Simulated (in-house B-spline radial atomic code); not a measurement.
How numerical settings move a run on Se⁺, [Ar] 3d10 4s2 4p3. Computed with a B-spline radial code for spherical atoms: scalar-relativistic (X2C) PW91, spin-polarised, spherical fractional occupations, Fermi nucleus of rms radius 4.14 fm.

Command:
```bash
python run_scf.py task.json out
```
Settings of the sound reference run:
```
Z                34
electrons        33
configuration    [Ar] 3d10 4s2 4p3
hamiltonian      x2c
method           pw91,pw91
spin_polarised   True
nucleus          fermi
rms_radius       4.14
mass_number      80
atomic_mass      79.91652
speed_of_light   137.036
knot_spacing     0.22
spline_order     8
gauss_points     12
box_radius       35.29
max_iterations   70
damping          0.5
damped_steps     3
diis_vectors     10
tolerance        1e-08
start            Thomas-Fermi
```

Run time, properties included: 0.21 s on 1 thread of Arm Neoverse V2 (shared host).

It converges in 9 iterations to -2429.735532 hartree, with 4p up at -16.4492 eV. The other runs change the listed settings, some to values that make no sense; their results aren't properties of the atom or ion. Radii are in bohr (the nuclear one in fm), a minus after a letter asks for a j subshell, and «unchanged» means within 1e-8 hartree. The run stops when the residual is below 10 × tolerance × max(1, Z/10), or a noise floor if that is larger, and the energy moves by less than 1e-8 × √|E| hartree; so very loose and very tight tolerances often act alike.

```tsv
changed settings	outcome
hamiltonian = dirac, method = hf, spin_polarised = False, speed_of_light = 37.41083	converged in 11 iterations to -3109.9191 hartree, a different physical problem
tolerance = 1e-13	converged in 10 iterations, energy unchanged, 4p up level -2.5e-06 eV
gauss_points = 16	converged in 9 iterations, energy -8.62e-08 hartree from the reference
electrons = 37, configuration = [Ar] 3d10 4s2 4p7, max_iterations = 50	stopped with error: shell 4p holds at most 3 electrons (per spin)
max_iterations = 12	converged in 9 iterations, energy unchanged
tolerance = 1e-06	converged in 8 iterations, energy unchanged, 4p up level -3.5e-04 eV
gauss_points = 5, max_iterations = 60, diis_vectors = 0	converged in 18 iterations, energy -1.27e-08 hartree from the reference, 4p up level -1.8e-06 eV
max_iterations = 5, damping = 0.2	not converged after 5 iterations, last residual 1.1e-01, last energy +2.62e-01 hartree from the reference
max_iterations = 2	not converged after 2 iterations, last residual 1.4e-01, last energy +4.67e-01 hartree from the reference
gauss_points = 4	converged in 9 iterations, energy -4.24e-07 hartree from the reference
gauss_points = 6	converged in 9 iterations, energy +3.98e-08 hartree from the reference
electrons = 34, configuration = [Ar] 3d10 4s2 4p3 5p-1, max_iterations = 100	stopped with error: j subshells need the Dirac Hamiltonian and l > 0
gauss_points = 3	converged in 24 iterations, energy -4.50e+04 hartree from the reference, 4p up level +2.1e+00 eV
max_iterations = 8	not converged after 8 iterations, last residual 8.4e-06, last energy +1.90e-09 hartree from the reference
```

Problem. What happens with gauss_points = 8?

Solution. Converged in 9 iterations, energy -8.87e-08 hartree from the reference.

Problem. What happens with gauss_points = 5?

Solution. Converged in 9 iterations, energy -1.27e-08 hartree from the reference.

Problem. What happens with max_iterations = 5?

Solution. Not converged after 5 iterations, last residual 1.6e-03, last energy +9.56e-05 hartree from the reference.

Problem. What happens with box_radius = 141.16, max_iterations = 100, damping = 0.95?

Solution. Converged in 11 iterations, energy -2.41e-07 hartree from the reference, 4p up level -1.3e-06 eV.
